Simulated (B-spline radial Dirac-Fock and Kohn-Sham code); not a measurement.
## L3 edges in EELS at 200 kV and 100 mrad, P to Sb

Method: the first Born approximation with generalised oscillator strengths from a Dirac-Hartree-Slater potential (longitudinal and transverse terms; continuum final states only, so no white lines or fine structure). Computed with a radial finite-basis atomic code. Partial cross sections in barn for windows above the edge. Edges are tabulated values, any marked * orbital energies of the model.

| Z | element | edge (eV) | Δ = 50 eV | Δ = 100 eV | Δ = 200 eV |
| --- | --- | --- | --- | --- | --- |
| 15 | P | 135.0 | 29800 | 47400 | 63000 |
| 17 | Cl | 200.0 | 17200 | 27500 | 38400 |
| 18 | Ar | 248.4 | 13400 | 21400 | 30400 |
| 20 | Ca | 346.2 | 6170 | 10600 | 16100 |
| 21 | Sc | 398.7 | 4650 | 8110 | 12700 |
| 22 | Ti | 453.8 | 3570 | 6350 | 10100 |
| 23 | V | 512.1 | 2790 | 5030 | 8180 |
| 26 | Fe | 706.8 | 1420 | 2670 | 4570 |
| 27 | Co | 778.1 | 1150 | 2200 | 3820 |
| 33 | As | 1323.6 | 356 | 715 | 1330 |
| 36 | Kr | 1678.4 | 228 | 442 | 821 |
| 37 | Rb | 1804.0 | 211 | 391 | 713 |
| 38 | Sr | 1940.0 | 166 | 318 | 593 |
| 42 | Mo | 2520.0 | 88.1 | 172 | 327 |
| 43 | Tc | 2677.0 | 73.9 | 147 | 282 |
| 45 | Rh | 3004.0 | 55.9 | 112 | 217 |
| 46 | Pd | 3173.0 | 49.9 | 99.8 | 192 |
| 48 | Cd | 3538.0 | 35.8 | 74.1 | 146 |
| 51 | Sb | 4132.0 | 25.5 | 51.8 | 101 |
